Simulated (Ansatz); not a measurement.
Frontier orbitals of C₂H₂ClFSn (`C#[C][SnH]([F])[Cl]`).

Cartesian coordinates in Å:
```
C -0.878 -1.460 1.361
C -0.386 -0.688 0.578
Sn 0.490 0.602 -0.761
F -0.936 1.392 -1.751
Cl 1.453 2.346 0.392
H -1.319 -2.138 2.056
H 1.576 -0.055 -1.876
```

Charge 0, multiplicity 1. Correlated methods include outer-core shells of Sn, which these sets cover unevenly. Sn takes the def2 core potential. The structure was optimised at the PBE0-D4/def2-TZVP level. Basis def2-TZVPP, Ansatz.

Orbital energies of one run (eV). Highest occupied ones, from the top: -9.14, -9.19, -9.58, -9.75, -10.72, -11.08, -11.94, -12.11, -12.47, -15.39, -16.69, -22.34, -23.42, -30.07. Empty: -1.14, -1.03, -0.45, 1.18, 1.38, 2.66.

(1) Which functional gave them?
A. LC-ωPBE
B. PBE
C. ωB97X-V
D. r2SCAN0

Results:

(1) D. HOMO energies: r2SCAN0 -9.14, LC-ωPBE -11.80, ωB97X-V -11.36, PBE -7.70 eV.

LC-ωPBE has ω = 0.4 bohr⁻¹.
